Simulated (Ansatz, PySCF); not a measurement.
Al(H)2(NMe2) (C2H8AlN), SMILES [AlH2][N](C)C. Atoms are numbered in the order given.

```xyz
12

Al    -0.9072    -1.1236    -0.3407
H     -0.7914    -2.4438     0.5334
H     -1.9139    -0.9072    -1.5490
N      0.1842     0.2286     0.0688
C      0.1943     1.4870    -0.6356
C      1.1494     0.1789     1.1393
H     -0.0347     2.3377     0.0366
H      1.1824     1.6964    -1.0916
H     -0.5528     1.4918    -1.4443
H      2.1835     0.3258     0.7692
H      0.9657     0.9663     1.8970
H      1.1159    -0.7932     1.6551
```
Charge 0, spin multiplicity 1.

Geometry optimised at PBE0-D3(BJ)/def2-SVP. The structure was generated by enumeration; whether it is a known compound was not checked.

Two levels are set side by side: PBE-D3(BJ)/def2-SVP (Ansatz, a program for electronic structure) and PBE0-D3(BJ)/def2-SVP (Ansatz). Each level has its own optimised geometry; the coordinates shown are those of the second. Frequencies come from the Hessian of PySCF at each geometry. Differences are taken from unrounded values.

| quantity | PBE0-D3(BJ) | PBE-D3(BJ) | PBE-D3(BJ) minus PBE0-D3(BJ) |
|---|---|---|---|
| mean bond length (Å) | 1.316 | 1.326 | 0.010 |
| bond Al1–N4 (Å) | 1.785 | 1.801 | 0.016 |
| bond N4–C5 (Å) | 1.442 | 1.452 | 0.010 |
| bond N4–C6 (Å) | 1.442 | 1.452 | 0.010 |
| bond Al1–H2 (Å) | 1.588 | 1.598 | 0.010 |
| bond Al1–H3 (Å) | 1.588 | 1.598 | 0.010 |
| bond C5–H7 (Å) | 1.108 | 1.117 | 0.009 |
| bond C5–H8 (Å) | 1.108 | 1.117 | 0.009 |
| bond C5–H9 (Å) | 1.101 | 1.109 | 0.008 |
| bond C6–H10 (Å) | 1.108 | 1.117 | 0.009 |
| bond C6–H11 (Å) | 1.108 | 1.117 | 0.009 |
| bond C6–H12 (Å) | 1.101 | 1.109 | 0.008 |
| highest harmonic wavenumber (cm⁻¹) | 3132 | 3044 | -88 |
| mean harmonic wavenumber (cm⁻¹) | 1404 | 1358 | -46 |
| zero-point energy (kcal/mol) | 60.22 | 58.23 | -1.98 |

Exact exchange shortens and stiffens bonds; PBE has none. Differences between two approximate levels are no errors against the true value.
